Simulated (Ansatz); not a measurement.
```xyz
27

C     0.864    1.468    1.603
Hf    0.254   -0.223    0.214
O     1.327   -1.660    1.039
C     1.627    1.323   -1.275
C     2.328    0.101   -1.202
C     1.557   -0.884   -1.851
C     0.374   -0.275   -2.317
C     0.420    1.093   -1.964
C    -1.700   -1.688    0.944
C    -2.020   -1.162   -0.324
C    -2.203    0.235   -0.179
C    -1.972    0.566    1.167
C    -1.656   -0.623    1.862
H     0.468    2.452    1.328
H     1.956    1.552    1.624
H     0.534    1.262    2.627
H     1.091   -2.209    1.784
H     1.953    2.265   -0.865
H     3.268   -0.065   -0.698
H     1.809   -1.931   -1.933
H    -0.418   -0.763   -2.865
H    -0.335    1.834   -2.183
H    -1.492   -2.726    1.159
H    -2.139   -1.730   -1.233
H    -2.473    0.923   -0.966
H    -2.014    1.556    1.596
H    -1.405   -0.693    2.910
```

Total charge 0; spin multiplicity 1. Hf takes the def2 core potential.

**Question.** List the PBE/def2-TZVPP orbital energies in eV (Ansatz 0.2.0). (Best estimate.)

**Answer.** Ansatz gave: Occupied: -509.38, -269.28, -269.27, -269.23, -269.22, -269.17, -269.16, -269.09, -269.08, -269.07, -268.96, -267.38, -63.16, -33.05, -33.00, -32.67, -23.26, -22.18, -21.91, -17.73, -17.69, -17.55, -17.49, -15.66, -13.56, -13.51, -13.33, -13.30, -13.23, -13.03, -11.23, -10.24, -9.82, -9.78, -9.66, -9.61, -9.37, -9.36, -9.35, -9.18, -9.15, -8.71, -8.66, -7.51, -7.16, -6.52, -6.20, -6.01, -5.67, -5.66. Lowest empty: -1.27, -0.74, -0.30, -0.25, 0.05, 0.42, 0.68, 0.89.
